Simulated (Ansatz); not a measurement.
Consider the redistribution: `[F][Hf]([F])([F])[SeH]` + `N[SiH]([SiH3])Br` → `[F][Hf]([F])([F])[Br]` + `N[SiH]([SiH3])[SeH]`.

Computed with Ansatz on PBE0-D4/def2-TZVP structures; ΔE is electronic, products minus reactants. CCSD(T)/CBS is the MP2 limit (def2-TZVPP, def2-QZVPP) plus CCSD(T) − MP2 in def2-TZVPP, frozen cores. DFT in def2-TZVPP. Elements past krypton have def2 core potentials. For Br, Hf, Se outer-core shells are correlated without core-valence functions, which leaves a few kJ/mol of doubt a bond. Scalar relativity is left out up to krypton. One conformer a species, not always the lowest.

`[F][Hf]([F])([F])[SeH]`:

```xyz
6

F     1.617   -1.115    0.592
Hf    0.388   -0.111   -0.441
F     1.288    1.045   -1.636
F    -0.709   -1.340   -1.374
Se   -1.056    1.373    1.095
H    -1.528    0.147    1.763
```

`N[SiH]([SiH3])Br`:

Z-matrix (Å, degrees):
```
Si
Si 1 2.335
Br 1 2.256 2 105.4
N 1 1.707 2 110.0 3 -124.0
H 1 1.482 2 114.9 3 114.8
H 2 1.488 1 110.9 3 -171.5
H 2 1.485 1 109.8 3 -50.5
H 2 1.488 1 108.5 3 68.9
H 4 1.008 1 120.2 2 47.9
H 4 1.008 1 119.9 2 -168.0
```

`[F][Hf]([F])([F])[Br]`:

Z-matrix (Å, degrees):
```
Hf
F 1 1.890
F 1 1.890 2 108.7
Br 1 2.496 2 110.3 3 121.0
F 1 1.890 2 108.7 3 -118.1
```

`N[SiH]([SiH3])[SeH]`:

```xyz
11

N    -0.883    1.456   -0.712
Si    0.270    0.207   -0.520
Si    0.084   -0.634    1.654
Se   -0.247   -1.405   -2.066
H    -1.176    2.028    0.062
H    -1.036    1.903   -1.601
H     1.689    0.566   -0.815
H     1.153   -1.642    1.880
H    -1.243   -1.281    1.835
H     0.226    0.442    2.677
H     1.164   -1.641   -2.394
```

```tsv
level	ΔE (eV)
BHLYP	-0.22
HF/def2-SVP	-0.25
MP2/def2-SVP	-0.22
HF/def2-TZVPP	-0.24
```

Problem. What does CCSD(T)/CBS give? (Best estimate.)

Solution. The calculation gave: -0.21 eV. The listed levels differ from it by -0.01, -0.04, -0.01, -0.03 eV.

Largest T1 diagnostic among the species: 0.015.

Leaving LDA and LC-ωPBE aside and taking each functional with its dispersion term where it has one, the values, not all of them listed here, spread over 0.05 eV, from B97M-V to ωB97M-V. From BLYP to BHLYP (50 % exact exchange), in def2-TZVPP and without D4, ΔE moves by −0.03 eV.
